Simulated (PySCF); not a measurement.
C2H7ClSi2 (SMILES [SiH3]/C=C/[SiH2]Cl), singlet, at a GFN2-xTB geometry. Base run: PySCF with M062X/6-31G.

Input for PySCF:
```python
from pyscf import gto, scf, dft, solvent

mol = gto.M(
    atom='''
Si   -3.185382   -0.047333    0.232633
C    -1.390197   -0.583431    0.429858
C    -0.326069    0.198984    0.255766
Si    1.466985   -0.336272    0.453962
Cl    2.552061    0.558948   -1.000537
H    -3.233865    1.373725   -0.111834
H    -3.884557   -0.285715    1.498422
H    -3.804355   -0.847922   -0.826958
H    -1.218667   -1.618427    0.705965
H    -0.499382    1.233909   -0.022553
H     1.604743   -1.782378    0.298353
H     2.006212    0.101840    1.741654
''',
    basis='6-31g',
    charge=0,
    spin=0,
    verbose=4,
)

mf = dft.RKS(mol)
mf.xc = 'm062x'
mf.kernel()
```

The base run was repeated with changes; each row names its change, and settings that it needs were set with it.

```
change                                                   ΔE vs base (kJ/mol)  dipole (D)  HOMO-LUMO gap (eV)
-------------------------------------------------------  -------------------  ----------  ------------------
base                                                                    0.00        2.67                9.38
model = SS(V)PE; solvent = methanol                                   -11.95        3.24                9.37
model = IEF-PCM; solvent = water                                      -12.44        3.27                9.37
model = IEF-PCM; solvent = chloroform                                  -8.84        3.10                9.37
model = IEF-PCM; solvent = methanol; lebedev_order = 41               -12.12        3.25                9.37
model = IEF-PCM; solvent = methanol; vdw_scale = 1.0                  -23.30        3.42                9.39
model = IEF-PCM; solvent = dimethylsulfoxide                          -12.26        3.26                9.37
model = IEF-PCM; solvent = toluene                                     -5.85        2.95                9.37
model = IEF-PCM; solvent = methanol; lebedev_order = 11               -12.03        3.25                9.36
model = C-PCM; solvent = methanol                                     -12.25        3.26                9.37
model = IEF-PCM; solvent = methanol; r_probe = 0.5                     -5.72        3.06                9.37
model = ddCOSMO; solvent = methanol                                   -12.21        3.23                9.38
```

The base is the gas phase, so ΔE is the electrostatic part of solvation at a fixed geometry, without cavity and dispersion terms.
